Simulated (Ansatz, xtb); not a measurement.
Bond stretch in SMILES [BeH2] (H₂Be), singlet. The Be1–H3 bond (Be1 also carries H; H3 carries nothing else) is pulled apart rigidly from the PBE0/def2-TZVP optimised geometry.

Methods: GFN1-xTB (xtb); UCCSDT = Ansatz (a quantum-chemistry and plane-wave program) with CCSDT on UHF/cc-pVTZ, frozen core; FCI = full CI/cc-pVTZ, frozen core (Ansatz).

Total energies in hartree (comparable only within one method and basis):

```csv
R / Å,GFN1-xTB,UCCSDT,FCI
0.99,-1.80803,-15.79198,-15.79200
1.06,-1.83052,-15.81660,-15.81662
1.12,-1.84198,-15.83080,-15.83081
1.19,-1.84910,-15.84125,-15.84126
1.25,-1.85145,-15.84617,-15.84618
1.33,-1.85094,-15.84838,-15.84840
1.34,-1.85065,-15.84838,-15.84839
1.39,-1.84864,-15.84757,-15.84759
1.43,-1.84643,-15.84612,-15.84614
1.49,-1.84232,-15.84286,-15.84288
1.56,-1.83658,-15.83778,-15.83780
1.65,-1.82814,-15.82982,-15.82984
1.81,-1.81186,-15.81345,-15.81347
2.01,-1.79117,-15.79182,-15.79185
2.22,-1.76988,-15.77021,-15.77026
2.38,-1.75432,-15.75541,-15.75547
2.64,-1.73096,-15.73528,-15.73537
2.96,-1.70646,-15.71751,-15.71765
3.24,-1.68923,—,-15.70787
3.62,-1.67183,—,-15.70074
4.01,-1.65989,—,-15.69763
4.64,—,—,-15.69609
```

Dashes: no converged value, or the column stops at the first point that the program doubted or that broke a chosen test of continuity, which isn't proof of a fault.

The unrestricted determinant behind UCCSDT is spin-contaminated at 2.22 to 4.64 Å (<S²> up to 1.0, against 0.00 for a pure singlet).
